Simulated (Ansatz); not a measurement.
Ansatz (a first-principles code) input (PBE/3-21G): A basis named .json is the Basis Set Exchange file of that set (core-valence sets with the plain set on hydrogen).

Ansatz 0.2 input:
```yaml
crystal:
  periodic: [false, false, false]
  atoms:
    - {symbol: F, position_ang: [0.34767756, 0.02766971, -0.49614866]}
    - {symbol: H, position_ang: [-0.56693657, 0.04743636, -0.34003624]}
basis:
  gaussian:
    orbitals: 3-21G.json
    ghost_atoms:
      - {symbol: F, position_ang: [-2.48219366, 0.09331367, -0.35911979]}
      - {symbol: Cl, position_ang: [-3.13364923, 0.12604710, -1.87469125]}
hamiltonian:
  xc: {name: PBE}
magnetization: {spin_polarized: false}
```

Output:

```
Functional definition: PBE
integrals: 0.01 GiB planned
342 factors; their error is unknown
mean field: 0.07 GiB planned
mean field evaluation 1: about -2713.4946 eV, gradient 2.9e1 eV
mean field evaluation 2: about -2712.5927 eV, gradient 3.9e1 eV
mean field evaluation 4: about -2714.5939 eV, gradient 1.1e-1 eV
mean field evaluation 8: about -2714.5857 eV, gradient 8.1e-3 eV
integrals: 0.04 GiB planned
a density is far from that of the atoms, so the factors are made again for it
268 factors; integrals over basis functions are off by at most 1.2e-3 eV
mean field: 0.06 GiB planned
mean field -2714.58484453 eV, -99.7591530248 hartree, gradient 2.4e-5 eV, S^2 0.000000; 0 other end points of the search recorded, 0 dependent functions left out
reference -2714.58485787 eV, -99.7591535149 hartree; 5, 5 occupied and 28, 28 virtual orbitals, 268 factors
Total energy: -2714.58485787 eV, -99.7591535149 hartree
```
